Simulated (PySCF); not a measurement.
**An isoelectronic set: 55 electrons**

PBE0 in PySCF with def2-SVPD on every atom (core potentials on Cd, In, Sn, Sb), for the lowest determinant that a PBE0 search found; no spin–orbit coupling. All have 55 electrons, 7 of them in the valence shells, and the same state, a quartet (σ ↑, π ↑↑). For ions De leads to the atom and ion picked by measured ionisation energies and electron affinities.

```json
{"species": "CdC⁻", "difference of nuclear charges": "42", "Re (Å)": "2.302", "ωe (cm⁻¹)": "325", "k (mdyn/Å)": "0.675", "De (eV)": "n/a", "dissociates to": "Cd + C⁻"}
{"species": "InB⁻", "difference of nuclear charges": "44", "Re (Å)": "2.252", "ωe (cm⁻¹)": "478", "k (mdyn/Å)": "1.35", "De (eV)": "3.09", "dissociates to": "In⁻ + B"}
{"species": "BeSn⁻", "difference of nuclear charges": "46", "Re (Å)": "2.424", "ωe (cm⁻¹)": "420", "k (mdyn/Å)": "0.872", "De (eV)": "1.69", "dissociates to": "Be + Sn⁻"}
{"species": "CdN", "difference of nuclear charges": "41", "Re (Å)": "2.368", "ωe (cm⁻¹)": "205", "k (mdyn/Å)": "0.309", "De (eV)": "0.17", "dissociates to": "Cd + N"}
{"species": "InC", "difference of nuclear charges": "43", "Re (Å)": "2.223", "ωe (cm⁻¹)": "468", "k (mdyn/Å)": "1.40", "De (eV)": "2.97", "dissociates to": "In + C"}
{"species": "BeSb", "difference of nuclear charges": "47", "Re (Å)": "2.400", "ωe (cm⁻¹)": "458", "k (mdyn/Å)": "1.04", "De (eV)": "1.20", "dissociates to": "Be + Sb"}
{"species": "BSb⁺", "difference of nuclear charges": "46", "Re (Å)": "2.181", "ωe (cm⁻¹)": "546", "k (mdyn/Å)": "1.77", "De (eV)": "3.07", "dissociates to": "B⁺ + Sb"}
```

Problem. Which member of the whole set has the stiffest bond, and how does it compare with the softest?

Solution. BSb⁺ with k = 1.77 mdyn/Å, 5.7 times that of CdN.

Weak bonds: CdN. Basis-set superposition, not corrected here, can be much of De in a small basis, most of all at correlated wavefunction levels. Functionals without a dispersion term scatter widely for such bonds, and LDA overbinds them. Spin–orbit coupling is left out, which matters for elements this heavy, above all for dissociation energies. For an ion De counts to the pair picked by the measured ionisation energies or electron affinities, which need not be the lowest pair at this level. The highest Kohn–Sham level is positive in some of these anions. Much of that is self-interaction error, but it also means that the finite basis helps to hold the extra electron. States were picked by a PBE0 search and need not be the measured ground states.
